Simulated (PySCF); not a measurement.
**A ladder of Hamiltonians for Yb⁶⁶⁺ (ytterbium, charge +66)**

Occupied: 1s1/2, 2s1/2. Hartree-Fock calculated with PySCF 2.14 in an even-tempered Gaussian basis (19 s from 16 bohr⁻², ratio 2.3; 15 p from 20 bohr⁻², ratio 2.3), Gaussian nucleus throughout. NR is non-relativistic, sf-X2C the spin-free one-electron X2C Hamiltonian, X2C adds the bare one-electron spin-orbit term, X2C-SNSO screens it by Boettger's factors, DC is four-component Dirac-Coulomb, and the Gaunt and Breit terms are added at first order (total energies over the DC spinors, levels after relaxing the spinors in that mean field). QED terms are absent. Levels marked empty are virtual spinors of this ion.

```tsv
Hamiltonian	E (hartree)
NR	-6015.4849
sf-X2C	-6483.5770
X2C	-6483.5770
X2C-SNSO	-6483.5770
DC	-6486.6434
DC+Gaunt	-6480.5324
DC+Breit	-6480.6644
```

```tsv
level (eV)	NR	sf-X2C	X2C	X2C-SNSO	DC	DC+Gaunt	DC+Breit
1s1/2	-64736.0	-69442.6	-69442.6	-69442.6	-69516.1	-69369.6	-69371.2
2s1/2	-15634.8	-17073.9	-17073.9	-17073.9	-17082.7	-17065.1	-17066.9
2p1/2 (empty)	-15236.7	-15773.8	-16617.1	-16589.1	-16598.7	-16566.5	-16570.8
2p3/2 (empty)	-15236.7	-15773.8	-15432.0	-15441.2	-15443.0	-15425.7	-15430.0
3s1/2 (empty)	-6744.0	-7229.1	-7229.1	-7229.1	-7231.5	-7226.6	-7227.4
```

How large are the two-electron picture-change error of X2C and the Breit correction in the total energy?

X2C-1e lies 3.0664 hartree above Dirac-Coulomb; Gaunt adds 6.1110 and the full Breit term 5.9789 hartree.

```csv
interval (eV),X2C,X2C-SNSO,DC,DC+Gaunt,DC+Breit
2p3/2 − 2p1/2,1185,1148,1156,1141,1141
```

Weight of the small component: 1s1/2 0.0694, 2s1/2 0.0169, 2p1/2 0.0167, 2p3/2 0.0155, 3s1/2 0.00712.

Koopmans' value for the highest occupied level at DC+Breit: 17066.9 eV, against an ionisation energy of 17050 ± 40 eV (theoretical estimate listed by NIST; NIST Atomic Spectra Database, ionization energies); the former lacks relaxation, correlation, QED and recoil.

The whole ladder took 140 s of wall time on 1 thread of Intel(R) Xeon(R) Platinum 8259CL CPU @ 2.50GHz (shared host), launched as `OMP_NUM_THREADS=1 python relrun2.py TASK.json OUT` (a driver that calls PySCF for each Hamiltonian).
